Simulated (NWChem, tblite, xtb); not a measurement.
# BNH2F2 (SMILES NB(F)F): methods side by side

BNH2F2 has 6 atoms, charge 0, and is taken as a singlet. SMILES: `NB(F)F`. The coordinates come from a PBE0-D4/def2-TZVP relaxation.

Each level gives the dipole moment (D). The values are calculated.

```csv
level,kind,program,value (D),CPU time
GFN2-xTB,semi-empirical,xtb,3.42,under 2 s
GFN0-xTB,semi-empirical,xtb,3.04,under 2 s
GFN1-xTB,semi-empirical,tblite,3.41,under 2 s
IPEA1-xTB,semi-empirical,tblite,3.89,under 2 s
HF/STO-3G,Hartree–Fock,NWChem,1.91,0.97 s
HF/3-21G,Hartree–Fock,NWChem,3.12,1.5 s
B3LYP/6-31G* (spherical functions),global hybrid,NWChem,2.64,11 s
B3LYP/6-31G* (Cartesian functions),global hybrid,NWChem,2.64,11 s
PBE0/def2-SVP,global hybrid,NWChem,?,13 s
```

(1) Estimate the missing values from the other rows.

Answers

(1) As computed at these levels: PBE0/def2-SVP: 2.82 D. The values span 1.91 to 3.89 D. Sets without polarisation functions give poor dipoles. Times are those of the runs behind each value, whatever else they computed, on shared processors of several kinds: orders of magnitude only.
